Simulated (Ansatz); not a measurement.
Geometry optimisation of the cluster Ti2S2.

```yaml
crystal:
  periodic: [false, false, false]
  atoms:
    - {symbol: Ti, position_ang: [0.257360, 0.781770, 1.629510]}
    - {symbol: Ti, position_ang: [-0.061620, 0.268340, -0.819590]}
    - {symbol: S, position_ang: [-1.825680, -0.242940, -1.852070]}
    - {symbol: S, position_ang: [1.629930, -0.807170, 1.042160]}
basis:
  gaussian: {orbitals: def2-SVP}
hamiltonian: {xc: pbe, dispersion: d4}
scf: {lower_state_search: "off"}
output: {orbitals: {seedname: orbitals}}
relax: {f_tol: 0.02, max_steps: 100}
```

```sh
$ ansatz run in.yaml --threads 4 --pin off --events-out ev --progress --plain --max-ram 4787MiB
```

Shortened log:

```
Functional definition: PBE
mean field -67867.42071094 eV, -2494.0817089371 hartree, gradient 9.7e-7 eV, S^2 0.000000; 0 other end points of the search recorded, 0 dependent functions left out
relax step   1: F+E_penalty+E_count = -67867.58539243 eV  Δ(F+E_penalty+E_count) = +0.000e0 eV  max|allowed force component| = 7.624e-1 eV/Å  Δτ_max = 0.0000 Å  (48 SCF iters, accepted)
mean field -67867.80183449 eV, -2494.0957149692 hartree, gradient 1.8e-6 eV, S^2 0.000000; 0 other end points of the search recorded, 0 dependent functions left out
relax step   2: F+E_penalty+E_count = -67867.97549633 eV  Δ(F+E_penalty+E_count) = -3.901e-1 eV  max|allowed force component| = 6.951e-1 eV/Å  Δτ_max = 0.1998 Å  (40 SCF iters, accepted)
mean field -67868.13231720 eV, -2494.1078599848 hartree, gradient 9.1e-7 eV, S^2 0.000000; 0 other end points of the search recorded, 0 dependent functions left out
relax step   3: F+E_penalty+E_count = -67868.31224726 eV  Δ(F+E_penalty+E_count) = -3.368e-1 eV  max|allowed force component| = 9.301e-1 eV/Å  Δτ_max = 0.1950 Å  (38 SCF iters, accepted)
mean field -67868.60020424 eV, -2494.1250545163 hartree, gradient 9.9e-7 eV, S^2 0.000000; 0 other end points of the search recorded, 0 dependent functions left out
relax step   4: F+E_penalty+E_count = -67868.78600343 eV  Δ(F+E_penalty+E_count) = -4.738e-1 eV  max|allowed force component| = 1.276e0 eV/Å  Δτ_max = 0.1921 Å  (38 SCF iters, accepted)
mean field -67869.23842664 eV, -2494.1485087571 hartree, gradient 8.4e-7 eV, S^2 0.000000; 0 other end points of the search recorded, 0 dependent functions left out
relax step   5: F+E_penalty+E_count = -67869.42839320 eV  Δ(F+E_penalty+E_count) = -6.424e-1 eV  max|allowed force component| = 1.486e0 eV/Å  Δτ_max = 0.1936 Å  (31 SCF iters, accepted)
mean field -67869.84620899 eV, -2494.1708443462 hartree, gradient 2.7e-6 eV, S^2 0.000000; 0 other end points of the search recorded, 0 dependent functions left out
relax step   6: F+E_penalty+E_count = -67870.03689645 eV  Δ(F+E_penalty+E_count) = -6.085e-1 eV  max|allowed force component| = 9.721e-1 eV/Å  Δτ_max = 0.2000 Å  (30 SCF iters, accepted)
mean field -67869.88745744 eV, -2494.1723601989 hartree, gradient 1.9e-6 eV, S^2 0.000000; 0 other end points of the search recorded, 0 dependent functions left out
relax step   7: F+E_penalty+E_count = -67870.07944904 eV  Δ(F+E_penalty+E_count) = -4.255e-2 eV  max|allowed force component| = 7.845e-1 eV/Å  Δτ_max = 0.0410 Å  (24 SCF iters, accepted)
mean field -67869.90371309 eV, -2494.1729575830 hartree, gradient 1.7e-6 eV, S^2 0.000000; 0 other end points of the search recorded, 0 dependent functions left out
relax step   8: F+E_penalty+E_count = -67870.09672926 eV  Δ(F+E_penalty+E_count) = -1.728e-2 eV  max|allowed force component| = 1.032e0 eV/Å  Δτ_max = 0.1228 Å  (30 SCF iters, accepted)
mean field -67869.95541471 eV, -2494.1748575827 hartree, gradient 1.2e-6 eV, S^2 0.000000; 0 other end points of the search recorded, 0 dependent functions left out
relax step   9: F+E_penalty+E_count = -67870.14833366 eV  Δ(F+E_penalty+E_count) = -5.160e-2 eV  max|allowed force component| = 7.561e-2 eV/Å  Δτ_max = 0.0588 Å  (24 SCF iters, accepted)
mean field -67869.95585888 eV, -2494.1748739053 hartree, gradient 1.8e-6 eV, S^2 0.000000; 0 other end points of the search recorded, 0 dependent functions left out
relax step  10: F+E_penalty+E_count = -67870.14867352 eV  Δ(F+E_penalty+E_count) = -3.399e-4 eV  max|allowed force component| = 1.329e-2 eV/Å  Δτ_max = 0.0052 Å  (26 SCF iters, accepted)
Total energy: -67870.14873077 eV, -2494.1819618166 hartree
Atom 0 at    -0.413497     0.548365     0.951302 Å, force    -0.010957     0.004368     0.004891 eV/Å
Atom 1 at     0.607936     0.214697    -0.980274 Å, force    -0.002568     0.001673    -0.013295 eV/Å
Atom 2 at    -1.652967    -0.020007    -0.870549 Å, force     0.004966     0.001099     0.002148 eV/Å
Atom 3 at     1.458518    -0.743055     0.899531 Å, force     0.008559    -0.007140     0.006256 eV/Å
Dipole moment:     0.151791     0.594005    -0.022334 e Å
Checks for a lower state left out: stability, starts, cluster_reference, orbital_swaps, neighbouring_geometries, increment
```

It took 12 s on 4 threads of Arm Neoverse V1 on a shared host.

The relaxation made no stability test and no search for a lower SCF solution. No other spin state of charge 0 was run. The structure comes from a short search, and lower isomers may exist.
